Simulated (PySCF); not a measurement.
Electron correlation in Pd²⁺ (palladium, charge +2)

[Kr] 4d7 5s1, high-spin 5F determinant (an excited configuration). Calculation: PySCF 2.14, in aug-cc-pVTZ-PP with ECP28MDF (6s6p5d3f2g, 88 functions); a scalar-relativistic core potential. Frozen: 4s2 4p6; 8 electrons correlated.

```tsv
level	correlation energy (mhartree)
CCSD	-194.67
(T)	-4.79
CCSD(T)	-199.46
```

Diagnostics: T1 = 0.0061, D1 = 0.0228, largest double amplitude 0.019.

Cost of the coupled-cluster step: about 30 core-seconds, for 8 correlated electrons.

Iterations:

```
CC2 = 0
CCSD nocc = (np.int64(6), np.int64(2)), nmo = (84, 84)
frozen orbitals [[0, 1, 2, 3], [0, 1, 2, 3]]
max_cycle = 100
direct = 0
conv_tol = 1e-08
conv_tol_normt = 1e-06
diis_space = 8
diis_start_cycle = 0
Init t2, MP2 energy = -0.193087518600649
Init E_corr(UCCSD) = -0.193087518604733
cycle = 1  E_corr(UCCSD) = -0.193583396959859  dE = -0.000495878355  norm(t1,t2) = 0.021425
cycle = 2  E_corr(UCCSD) = -0.194391800455413  dE = -0.000808403496  norm(t1,t2) = 0.00621827
cycle = 3  E_corr(UCCSD) = -0.1946707663216  dE = -0.000278965866  norm(t1,t2) = 0.00241455
cycle = 4  E_corr(UCCSD) = -0.194670372699979  dE = 3.93621622e-07  norm(t1,t2) = 0.000352337
cycle = 5  E_corr(UCCSD) = -0.194669592768299  dE = 7.79931679e-07  norm(t1,t2) = 9.58485e-05
cycle = 6  E_corr(UCCSD) = -0.194670952210612  dE = -1.35944231e-06  norm(t1,t2) = 1.81929e-05
cycle = 7  E_corr(UCCSD) = -0.194670948671637  dE = 3.538975e-09  norm(t1,t2) = 3.56819e-06
cycle = 8  E_corr(UCCSD) = -0.194670891649231  dE = 5.70224065e-08  norm(t1,t2) = 9.28367e-07
cycle = 9  E_corr(UCCSD) = -0.194670893094618  dE = -1.44538781e-09  norm(t1,t2) = 2.09459e-07
UCCSD converged
E(UCCSD) = -125.7179724266203  E_corr = -0.1946708930946184
UCCSD(T) correction = -0.0047940098076011
```
